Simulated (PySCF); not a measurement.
C7H14O.
Z-matrix (Å and degrees, PBE0-D3(BJ)/def2-SVP geometry), rows numbered from 1:
```
C 
C   1  1.3335
C   2  1.4952  1  125.42
C   3  1.5347  2  113.19  1  -128.12
C   4  1.5199  3  112.76  2    62.14
C   5  1.5184  4  113.12  3   176.78
O   4  1.4107  3  111.45  2   -58.78
C   7  1.3927  4  115.37  3   -76.97
H   1  1.0935  2  121.43  3  -179.65
H   1  1.0956  2  121.55  3     0.21
H   2  1.0968  1  119.40  3  -179.66
H   3  1.1049  2  109.14  1   111.16
H   3  1.1022  2  110.64  1    -5.25
H   4  1.1116  3  107.88  2  -178.12
H   5  1.1028  4  108.21  3   -60.68
H   5  1.1030  4  108.06  3    53.85
H   6  1.1003  5  111.45  4   177.97
H   6  1.0994  5  110.27  4    57.70
H   6  1.1024  5  111.36  4   -61.81
H   8  1.1073  7  113.05  4    65.49
H   8  1.0993  7  107.69  4  -175.38
H   8  1.1081  7  111.79  4   -56.40
```

Method: PBE0-D3(BJ)/def2-SVP geometry optimisation, gas phase in PySCF 2.14.0.

Masses are those of the commonest isotopes; rigid-rotor values at the optimised geometry. The values belong to one conformer with, in the numbering `[CH2:1]=[CH:2][CH2:3][C@H:4]([CH2:5][CH3:6])[O:7][CH3:8]`, C1–C2–C3–C4 -128°, C2–C3–C4–C5 62°, C3–C4–C5–C6 177°, C3–C4–O7–C8 -77°.

Problem. Give the principal moments of inertia and the rotational constants in MHz.

Solution. Ia = 209.96, Ib = 354.78, Ic = 497.20 u·Å²; 505379 MHz·u·Å²/I gives A = 2407, B = 1424, C = 1016 MHz.

Problem. What kind of rotor is it?

Solution. An asymmetric top: κ = (2 × 1424 − 2407 − 1016)/(2407 − 1016) = -0.41.

Problem. Is it planar, by Δ = Ic − Ia − Ib?

Solution. Not planar: Δ = Ic − Ia − Ib = -67.54 u·Å². For a rigid frame Δ = −2 Σ m c², so Σ m c² = 33.77 u·Å² lies off the ab plane: 14.53 from hydrogen and 19.24 from heavier atoms. The atom farthest from that plane is 1.69 Å away.

Problem. Give the other two planar moments, Paa and Pbb, and the rms extents of the mass along the axes.

Solution. Paa = Σ m a² = (Ib + Ic − Ia)/2 = 321.01 and Pbb = Σ m b² = (Ia + Ic − Ib)/2 = 176.19 u·Å². With the mass M = 114.10 u, the rms extents √(P/M) along a, b and c are 1.68, 1.24, 0.54 Å.

Problem. Give the coordinates in the principal-axis frame, origin at the centre of mass.

Solution. The sense of each axis is arbitrary; atoms in the order of the calculation.
```tsv
atom	mass (u)	a (Å)	b (Å)	c (Å)
C1	12.000	3.042	-0.520	-0.339
C2	12.000	1.916	0.194	-0.315
C3	12.000	1.001	0.331	0.860
C4	12.000	-0.463	0.013	0.526
C5	12.000	-0.662	-1.422	0.066
C6	12.000	-2.118	-1.769	-0.191
O7	15.995	-0.955	0.855	-0.493
C8	12.000	-1.279	2.149	-0.092
H9	1.008	3.666	-0.570	-1.235
H10	1.008	3.384	-1.080	0.538
H11	1.008	1.601	0.734	-1.217
H12	1.008	1.053	1.367	1.241
H13	1.008	1.332	-0.317	1.688
H14	1.008	-1.065	0.174	1.446
H15	1.008	-0.064	-1.578	-0.847
H16	1.008	-0.232	-2.090	0.832
H17	1.008	-2.228	-2.801	-0.557
H18	1.008	-2.544	-1.090	-0.944
H19	1.008	-2.722	-1.673	0.726
H20	1.008	-0.399	2.734	0.239
H21	1.008	-1.723	2.665	-0.955
H22	1.008	-2.017	2.151	0.734
```

Problem. Where do the levels up to J = 5 lie, in cm⁻¹?

Solution. Above 0(0,0):
J = 1: 1(0,1) 0.0814, 1(1,1) 0.1142, 1(1,0) 0.1278
J = 2: 2(0,2) 0.2408, 2(1,2) 0.2634, 2(1,1) 0.3043, 2(2,1) 0.4026, 2(2,0) 0.4060
J = 3: 3(0,3) 0.4726, 3(1,3) 0.4853, 3(1,2) 0.5664, 3(2,2) 0.6468, 3(2,1) 0.6628, 3(3,1) 0.8467, 3(3,0) 0.8472
J = 4: 4(0,4) 0.7722, 4(1,4) 0.7783, 4(1,3) 0.9106, 4(2,3) 0.9698, 4(2,2) 1.0117, 4(3,2) 1.1779, 4(3,1) 1.1817, 4(4,1) 1.4502, 4(4,0) 1.4503
J = 5: 5(0,5) 1.1383, 5(1,5) 1.1409, 5(1,4) 1.3311, 5(2,4) 1.3693, 5(2,3) 1.4517, 5(3,3) 1.5921, 5(3,2) 1.6061, 5(4,2) 1.8649, 5(4,1) 1.8656, 5(5,1) 2.2141, 5(5,0) 2.2141
Those of J = 1 are B + C, A + C and A + B.

Problem. Which types of transition are allowed, and where do some lines up to J = 4 fall?

Solution. The dipole components are |μa| = 0.20 D, |μb| = 0.59 D, |μc| = 1.07 D. The squared components, which scale the intensities, stand as 0.03 : 0.31 : 1.00 (a : b : c). Some lines, for components of 0.1 D or more:

```tsv
type	branch	J(Ka,Kc)	MHz	lower level (cm⁻¹)
c	Q	3(1,3) ← 3(0,3)	383	0.473
a	Q	3(2,1) ← 3(2,2)	478	0.647
a	Q	4(2,2) ← 4(2,3)	1257	0.970
b	Q	1(1,0) ← 1(0,1)	1391	0.081
b	Q	2(1,1) ← 2(0,2)	1902	0.241
a	Q	3(1,2) ← 3(1,3)	2431	0.485
b	Q	3(1,2) ← 3(0,3)	2814	0.473
c	Q	2(2,1) ← 2(1,1)	2948	0.304
b	R	1(1,1) ← 0(0,0)	3423	0.000
b	Q	2(2,1) ← 2(1,2)	4172	0.263
b	R	3(1,2) ← 2(2,1)	4912	0.403
b	Q	4(3,1) ← 4(2,2)	5094	1.012
a	R	2(1,1) ← 1(1,0)	5290	0.128
b	Q	4(2,3) ← 4(1,4)	5742	0.778
b	Q	4(3,2) ← 4(2,3)	6237	0.970
a	R	3(1,3) ← 2(1,2)	6653	0.263
a	R	3(2,1) ← 2(2,0)	7698	0.406
b	R	4(1,3) ← 3(2,2)	7907	0.647
b	Q	4(4,1) ← 4(3,2)	8164	1.178
a	R	4(1,4) ← 3(1,3)	8783	0.485
a	R	4(0,4) ← 3(0,3)	8982	0.473
a	R	4(2,2) ← 3(2,1)	10462	0.663
b	R	4(2,3) ← 3(1,2)	12093	0.566
b	R	3(3,0) ← 2(2,1)	13331	0.403
c	R	4(3,1) ← 3(2,1)	15555	0.663
c	R	4(3,2) ← 3(2,2)	15920	0.647
b	R	4(3,1) ← 3(2,2)	16033	0.647
```

Problem. Estimate the classical rotational partition function at 10 K, 200 K and 298.15 K.

Solution. Point group C1, symmetry number σ = 1; q = (√π/σ)·√((kT/h)³/(ABC)), k/h = 20836.6 MHz/K: 2860 at 10 K, 255000 at 200 K, 465000 at 298.15 K.

PBE0-D3(BJ)/def2-SVP frequencies: not computed here. Constants of a rigid frame at the computed geometry: no zero-point averaging, no centrifugal distortion. A rigid rotor knows nothing of internal rotation, which can split or shift real lines.
